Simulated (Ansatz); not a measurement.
Species: ZnH₂, charge 0, multiplicity 1. SMILES: [ZnH2]
Coordinates optimised at B3LYP-D3(BJ)/def2-TZVP (Ansatz, a quantum-chemistry and plane-wave program):
```
Zn
H 1 1.5440
H 1 1.5440 2 180.00
```
Charge 0, spin multiplicity 1.

Parts of the frozen-core correlation energy in def2-SVP (Ansatz, hartree). Frozen orbitals: 9; correlated occupied orbitals by spin: 7 and 7; virtual: 25 and 25. Spin-orbit coupling is left out. Non-relativistic.

```
term                             value
-------------------------  -----------
reference (HF)             -1778.68215
MP2 opposite-spin             -0.21117
MP2 same-spin                 -0.10781
CCSD correlation              -0.30912
(T)                           -0.00801
CCSDT minus CCSD(T)            0.00038
T1 diagnostic                    0.012
largest doubles amplitude        0.050
```
